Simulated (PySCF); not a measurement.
**Ionisation energy of Pb²⁺ by level of theory**

Pb²⁺ [Xe] 4f14 5d10 6s2 (1S) → Pb³⁺ [Xe] 4f14 5d10 6s1 (2S), as a difference of total energies. Computed with PySCF 2.14 in aug-cc-pwCVTZ-DK3 with one added diffuse shell each of s, d, f type (12s10p9d6f1g, 138 functions), with scalar relativity by spin-free X2C-1e. The calculations carry no spin-orbit coupling.

```
 method  ionisation energy (eV)
    UHF                  29.771
r2SCANh                  31.787
   BLYP                  32.192
```

For comparison: 31.937 eV (measured; NIST Atomic Spectra Database, ionization energies).
